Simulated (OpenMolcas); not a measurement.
# neutral strontium: effect of the active space

```json
{"Program": "OpenMolcas", "Method": "XMS-CASPT2, IPEA 0.25 Eh, imaginary shift 0.1 Eh", "Basis": "ANO-RCC-VTZP", "Scalar Hamiltonian": "DKH2, point nucleus", "Spin-orbit coupling": "state interaction with AMFI integrals over the reference wave functions, term energies averaged over their components"}
```

A. 2 electrons in 4 orbitals (5s 5p); 2S+1 = 3 even, 3 roots; 2S+1 = 1 even, 6 roots; 2S+1 = 3 odd, 3 roots; 2S+1 = 1 odd, 3 roots; closed shells correlated: 4s 4p; CASPT2 step of the order of 1.1 core-seconds
B. 2 electrons in 8 orbitals (5s 5p 6s 6p); 2S+1 = 3 even, 3 roots; 2S+1 = 1 even, 6 roots; 2S+1 = 3 odd, 3 roots; 2S+1 = 1 odd, 3 roots; closed shells correlated: 4s 4p; CASPT2 step of the order of 2.4 core-seconds
C. 2 electrons in 9 orbitals (4d 5s 5p); 2S+1 = 3 even, 18 roots (15 in the spin-orbit step); 2S+1 = 1 even, 12 roots; 2S+1 = 3 odd, 18 roots; 2S+1 = 1 odd, 15 roots; closed shells correlated: 4s 4p; CASPT2 step about 16 core-seconds

Energies in eV above 5s² ¹S₀, the measured ground level; measured values from NIST Handbook of Basic Atomic Spectroscopic Data.

| Level | A | B | C | Measured |
| --- | --- | --- | --- | --- |
| 5s² ¹S₀ | 0.0000 | 0.0000 | 0.0000 | 0.0000 |
| 5s 5p ³P°₀ | 1.780 | 1.759 | 1.729 | 1.7751 |
| 5s 5p ³P°₁ | 1.797 | 1.777 | 1.742 | 1.7983 |
| 5s 5p ³P°₂ | 1.833 | 1.812 | 1.770 | 1.8472 |
| 5s 5p ¹P°₁ | 3.129 | 3.049 | 2.735 | 2.6903 |

Deviations, from unrounded energies. A percentage is the sum of absolute deviations over the sum of measured energies, with the sign that they share, or ± where signs differ.

| Against measurement | Levels | A | B | C |
| --- | --- | --- | --- | --- |
| mean absolute deviation (cm-1) | 4 | 930 | 870 | 450 |
| other configurations (%) | 4 | ±5.7 | ±5.3 | ±2.8 |

C lies closest to measurement on these levels and A furthest from it. The largest miss of C in the table is 5s 5p ³P°₂, by -630 cm-1. The ranking rests on the paired levels alone, and a cruder setting can come out closer through cancelling errors.

Among A to C the level of the table that moves most is 5s 5p ¹P°₁, by 3200 cm-1 (lowest in C, highest in A). Moves below CASPT2's spread within the term are not significant.

CASPT2 breaks the degeneracy within a term, and the mean is taken; among the terms shown or strongly mixed into the levels shown the widest spread is 210 cm-1 (5s 5p ¹P°, A). Active for correlation alone: 6p 6s; no level in the range computed is led by a configuration that fills them, so any true level of that kind is missing (holds for B). Some high roots are left out of the spin-orbit mixing, which shifts the levels that they would mix with (holds for C). Computed and measured levels are paired by configuration, term and J; levels that our copy of the source lacks, or whose pairing is in doubt (as where it misses far off the trend of its configuration), stay unpaired and out of the deviations. Levels of configurations outside the active space are missing. The table leaves out levels that lie high or whose names do not pair safely across all columns.

° marks odd parity.
